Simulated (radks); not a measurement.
Neutral gadolinium inside a hard spherical wall (all orbitals vanish at R), configuration held at [Xe] 4f7 5d1 6s2 and not refilled when levels cross. Method: scalar-relativistic Kohn-Sham, r2SCAN, spin-polarised, spherical densities, finite nucleus; open shells are filled with parallel spins first (spin-orbit coupling, left out, can overturn this in heavy ions); meta-GGA in the generalised Kohn-Sham scheme; Fermi nuclear charge, rms radius 5.1569 fm; computed with a radial shooting solver on a logarithmic mesh with Libxc functionals. Eigenvalues in eV for spin up, with the zero of energy where the potential of the charges vanishes at infinity; a dash marks a level that is unbound or too diffuse for the functional's potential to be trusted. A positive occupied level is held by the wall or, in an anion where self-interaction has pushed it up, behind a barrier. The pressure on the wall is -dE/dV.

R (bohr)  E (hartree)  kinetic (hartree)    e(5p)    e(4f)   e(6s)   e(5d)  e(6p, empty)  e(7s, empty)  pressure (GPa)
free      -11271.8965          12102.635  -29.333  -11.041  -4.522  -3.028        -1.351             -               0
12        -11271.8962          12102.638  -29.303  -11.012  -4.500  -3.002        -1.290         1.480         0.00520
10        -11271.8942          12102.656  -29.178  -10.884  -4.406  -2.893        -1.098         2.963          0.0559
6         -11271.7778          12103.226  -26.849   -8.445  -1.951  -0.769         2.979        17.940            7.63
5         -11271.5734          12104.020  -24.894   -6.285   1.321   1.320         7.953        32.307            31.6
3.5       -11270.0510          12109.713  -17.474    2.550  20.886  11.082        34.312        96.291             477
2         -11248.3359          12181.907   41.200   57.410  197.35  89.726        233.25        486.41           29500
